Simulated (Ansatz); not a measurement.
Two isomers of CH6OSSi2: A = `[SiH3]S[SiH]1CO1`, B = `C1O[SiH2][SiH2]S1`.

Gas-phase electronic energies from Ansatz, PBE0-D4/def2-TZVP geometries. CCSD(T)/CBS is the MP2 limit (def2-TZVPP, def2-QZVPP) plus CCSD(T) − MP2 in def2-TZVPP, frozen cores. Functionals use def2-TZVPP. B3LYP here is the variant with VWN-RPA as its local correlation; programs differ in this. Each species was taken in one conformer, which may not be the lowest.

A:

```xyz
11

Si    0.6994    1.5890   -1.6897
S     1.1640   -0.3541   -0.9044
Si   -0.3085   -0.4145    0.6025
C    -0.4365   -1.7892    1.7554
O    -1.3885   -1.6638    0.6208
H     1.6160    1.7728   -2.8391
H    -0.7129    1.6528   -2.1389
H     0.9381    2.6408   -0.6713
H    -0.8542    0.9333    0.8730
H     0.2055   -2.6633    1.6667
H    -0.9224   -1.7037    2.7249
```

B:

```xyz
11

C    -0.927   -1.294   -0.393
O    -1.100   -0.592    0.796
Si   -0.364    0.885    1.001
Si    1.421    0.565   -0.485
S     0.832   -1.440   -0.942
H    -1.502   -0.844   -1.208
H    -1.257   -2.323   -0.247
H    -0.034    1.031    2.439
H    -1.276    1.990    0.595
H     1.423    1.478   -1.660
H     2.783    0.545    0.104
```

Problem. Which is lower in electronic energy at CCSD(T)/CBS, and by how much? (Best estimate.)

Solution. Computed: B, by 10.0 kcal/mol.

Problem. Give E(B) − E(A) in kcal/mol with r2SCAN-D4, HF/def2-TZVPP, PBE0-D4, B3LYP-D4, PBE-D4, CCSD/def2-TZVPP, MP2/def2-TZVPP. (An estimate is asked.)

Solution. The calculation gave: r2SCAN-D4 -9.4, HF/def2-TZVPP -11.6, PBE0-D4 -12.0, B3LYP-D4 -10.9, PBE-D4 -10.7, CCSD/def2-TZVPP -10.2, MP2/def2-TZVPP -8.1. None reverses the order clearly.

Largest T1 diagnostic: 0.014.

The D4 term adds −1.5 kcal/mol with B3LYP and −0.7 kcal/mol with PBE0; it sums over pairs of atoms, weighted by their polarisabilities, and B3LYP, whose exchange is more repulsive, gets the larger term. In def2-TZVPP, CCSD(T) changes the Hartree–Fock value by +1.6 kcal/mol (the triples alone add +0.2 kcal/mol) and MP2 by +3.5 kcal/mol.
